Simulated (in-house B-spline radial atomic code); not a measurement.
A calculation on Sc IV (Sc3+): its settings, and results tabulated from the run. Method: non-relativistic PBE0, spin-polarised, spherical fractional occupations, point nucleus, inside a hard spherical wall at 3.67 bohr. Calculated with a radial B-spline atomic code at the basis-set limit.

Command:
```bash
python run_scf.py task.json out
```
Settings:
```
Z                21
configuration    [Ne] 3s2 3p6
hamiltonian      nr
method           pbe0
spin_polarised   True
wall_radius      3.67
```

Output (hartree, bohr):
```
 radial grid: 40 intervals, B-splines of order 8, outer radius 3.67 bohr

 iter        energy (Eh)    residual
    1        -754.111630    3.36e-01
    2        -758.074275    1.57e-01
    3        -758.719371    4.87e-02
    4        -758.787448    1.63e-02
    5        -758.793612    5.37e-03
    6        -758.794738    2.61e-04
    7        -758.794740    1.40e-05
    8        -758.794740    1.23e-07

 total energy                      -758.79474
 kinetic                             758.2037
 electron-nucleus                  -1775.1578
 Hartree                             296.0800
 exact exchange                       -9.3323
 exchange-correlation                -28.5882

 orbital      occ     eigenvalue          <r>       <r^2>       <1/r>       <r^4>     <1/r^2>       r_max
 1s up      1.000      -163.1338    0.0735854  0.00726875      20.532 0.000135515     849.654     0.04836
 1s down    1.000      -163.1338    0.0735854  0.00726875      20.532 0.000135515     849.654     0.04836
 2s up      1.000       -18.9361     0.345261     0.14093     4.25891   0.0349988      74.586      0.2856
 2s down    1.000       -18.9361     0.345261     0.14093     4.25891   0.0349988      74.586      0.2856
 2p up      3.000       -15.8261     0.308144    0.117126      4.1845   0.0282745     24.1856      0.2334
 2p down    3.000       -15.8261     0.308144    0.117126      4.1845   0.0282745     24.1856      0.2334
 3s up      1.000        -3.3010      1.06111     1.29138     1.31349     2.62709     10.5156      0.9257
 3s down    1.000        -3.3010      1.06111     1.29138     1.31349     2.62709     10.5156      0.9257
 3p up      3.000        -2.4631      1.12835      1.4814     1.20258     3.60967     3.19765       0.959
 3p down    3.000        -2.4631      1.12835      1.4814     1.20258     3.60967     3.19765       0.959
```

Cost of the run: 0.1 s on 1 thread of Arm Neoverse N1 (shared host).
